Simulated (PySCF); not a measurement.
## Cr+: excitation energy

Cr+ [Ar] 3d5 (6S) → Cr+ [Ar] 3d4 4p1 (high-spin determinant), as a difference of total energies. All numbers are calculated (PySCF 2.14, scalar relativity by spin-free X2C-1e, in aug-cc-pVQZ-DK (9s8p6d4f3g2h, 140 functions)). Correlated levels: valence: [Ar] frozen. The calculations carry no spin-orbit coupling.

```
           method  excitation energy (eV)
              UHF                   4.876
              LDA                   6.153
             PBE0                   5.769
           r2SCAN                   5.760
             BP86                   5.843
             BLYP                   5.761
    MP2 (valence)                   5.653
SCS-MP2 (valence)                   5.135
```

**Question.** Estimate what PBE gives.

**Answer.** 5.869 eV, closest to BP86 among the rows shown.

**Question.** Estimate what PW91 gives.

**Answer.** 5.896 eV, closest to BP86 among the rows shown.

A first-order spin-orbit estimate (lowest level to lowest level, LS coupling) adds -0.067 eV.

The determinant of the upper state mixes LS terms, which raises its energy above the lowest term, most at the Hartree-Fock and MP2 levels.
